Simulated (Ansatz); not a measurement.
A nudged elastic band was laid between two geometries of FHInO (4 atoms, charge 0, multiplicity 2).

The calculation used UKS PBE-D4/def2-SVP (Ansatz 0.2.0).

```yaml
movable_images: 7
climbing_image: yes
spring: 5.0 eV/Å²
optimiser: quadratic models (default)
start_path: through a guess of the saddle point
force_threshold: 0.03 eV/Å
iteration_limit: 60
end_points: relaxed
```

First end point:

```xyz
4
Properties=species:S:1:pos:R:3
O -1.847 -0.646 0.047
In 0.030 0.125 -0.087
F 1.269 -1.087 0.866
H 0.604 1.548 -0.847
```

Last end point:

```xyz
4
Properties=species:S:1:pos:R:3
O -1.011 0.393 -0.433
In 0.929 -0.003 0.148
F 1.175 -1.679 1.209
H -1.037 1.229 -0.943
```

Problem. What changes between the two ends?

Solution. Bonds broken: In2–H4. Bonds formed: O1–H4.

Problem. Give the energies along the band, and the barrier.

Solution. The forces met the threshold. The highest image is number 4 of 0 to 8, 15.0 kcal/mol above the first end and 69.5 kcal/mol above the last; the last end lies 54.5 kcal/mol below the first. Neighbouring images differ by up to 1.7 eV, so the band resolves the path poorly. A vibrational analysis at the climbing image gives one clearly imaginary mode, 834i cm⁻¹: a first-order saddle point.

```
image  path coordinate (Å)  energy (kcal/mol)  In2–H4 (Å)  O1–H4 (Å)
    0                 0.00                0.0        1.71       3.41
    1                 0.35                1.4        1.72       3.11
    2                 0.71                5.3        1.72       2.73
    3                 1.06               10.9        1.75       2.31
    4                 1.42               15.0        1.80       1.88
    5                 1.83               -4.7        1.88       1.35
    6                 2.24              -44.3        2.16       1.00
    7                 2.65              -52.4        2.43       0.98
    8                 3.06              -54.5        2.56       0.98
```

Problem. What is the geometry of the highest image?

Solution. 
```xyz
4
Properties=species:S:1:pos:R:3:forces:R:3
O -1.638 0.007 -0.333 -0.01 0.00 0.00
In 0.295 -0.149 0.129 0.00 0.01 0.00
F 1.721 -1.166 1.014 0.00 0.00 0.00
H -0.323 1.247 -0.830 0.01 -0.01 0.00
```

Run time: 2.7 min on 1 thread of Arm Neoverse V1 (shared host), peak memory 0.13 GiB.
